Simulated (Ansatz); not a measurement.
C3H9AlO, SMILES `CC[CH](O)[AlH2]`. Charge 0, multiplicity 1. The geometry is a stationary point of PBE0-D4/def2-TZVP. It is one conformer, not always the lowest.

```xyz
14

C     1.878   -0.281   -0.200
C     0.560   -0.149    0.549
C    -0.614    0.256   -0.341
O    -0.875   -0.698   -1.370
Al   -2.292    0.531    0.675
H     2.698   -0.532    0.476
H     2.136    0.655   -0.706
H     1.837   -1.074   -0.953
H     0.335   -1.100    1.048
H     0.668    0.601    1.342
H    -0.350    1.229   -0.797
H    -0.097   -0.770   -1.931
H    -2.270    1.620    1.838
H    -3.614   -0.290    0.370
```

What is the dipole moment at ωB97M-V/def2-TZVPP? (An estimate is asked.)

Ansatz gave: 1.90 D, with components (1.81, 0.57, -0.10) D in this frame, pointing from negative to positive charge.

And with PBE, r2SCAN, B3LYP? (Best estimate.)

Computed: PBE 1.88 D, r2SCAN 1.91 D, B3LYP 1.90 D.

Give the Mulliken charges with ωB97M-V, PBE, r2SCAN in def2-TZVPP. (Estimate.)

Computed: 
```tsv
atom	ωB97M-V	PBE	r2SCAN
C1	-0.33	-0.27	-0.17
C2	-0.20	-0.15	-0.04
C3	-0.10	0.01	0.00
O4	-0.34	-0.33	-0.38
Al5	0.43	0.36	0.51
H6	0.11	0.08	0.04
H7	0.10	0.08	0.05
H8	0.09	0.06	0.03
H9	0.10	0.07	0.03
H10	0.10	0.07	0.03
H11	0.11	0.06	0.04
H12	0.17	0.17	0.19
H13	-0.12	-0.12	-0.17
H14	-0.11	-0.11	-0.16
```

B3LYP here is the variant with VWN-RPA as its local correlation; programs differ in this.
